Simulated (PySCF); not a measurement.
## C3H2O4: full NMR table

```
Formula                               : C3H2O4
SMILES                                : O=c1occ(O)o1
InChI                                 : InChI=1S/C3H2O4/c4-2-1-6-3(5)7-2/h1,4H
Point group of the computed structure : Cs
Degrees of unsaturation               : 3
Carbon signals                        : 3
Proton signals                        : 2
```

Structure with atom numbers: `[O:1]=[c:2]1[o:3][cH:4][c:5]([OH:6])[o:7]1`; H(Xn) means a hydrogen on atom n.

[PySCF 2.14: shieldings: GIAO PBE0/pcSseg-1; geometry: GFN2-xTB; a single conformation; no solvent; non-relativistic Hamiltonian]

References, each an isolated molecule treated in the same way: TMS for 1H (31.72 ppm), 13C (186.93 ppm); 17O (336.08 ppm) against H2O.

| carbon | δC, type | δH (multiplicity) | HMBC from (2–3 bonds) | span of the C tensor (ppm) |
| --- | --- | --- | --- | --- |
| C2 | 153.4, C | – | H(C4) | 187 |
| C4 | 108.6, CH | 6.40 (s) | – | 77 |
| C5 | 160.6, C | – | H(C4) | 135 |

Other nuclei:
```tsv
atoms	nucleus	environment	δ (ppm)	σ (ppm)
H(O6)	1H	hydrogen on a phenol-type oxygen	4.17	27.55
O1	17O	carbonyl oxygen	297.2	38.8
O7	17O	ring oxygen	239.9	96.2
O3	17O	ring oxygen	207.1	129.0
O6	17O	phenol-type oxygen	96.9	239.2
```

- Carbon types of the structure: 2 × C, 1 × CH, leaving 1 H on heteroatoms.
- δC 160.6: unsaturated ring carbon.
- δC 153.4: ring carbonyl carbon.
- δC 108.6: unsaturated ring CH.
- δH 6.40: hydrogen on a unsaturated ring CH.
- δH 4.17: hydrogen on a phenol-type oxygen; labile proton, position sensitive to the medium.

The OH or NH signal is concentration- and solvent-dependent in practice; the value given is the gas-phase one. Shifts are as computed. Against solution values, carbons near 30 ppm lie about +3 ppm off and those near 130 ppm about +5 ppm. Of 1309 compounds with measured shifts, 239 miss one by over three times the rms of a fit or turn the order of signals round; such compounds aren't used in these exercises. Unscaled 17O shifts of doubly bonded oxygen tend to come out too high, by tens of ppm or more. Experimental scales use liquid or dissolved standards, which lie at an offset from isolated H2O (liquid H2O: subtract about 36 ppm).
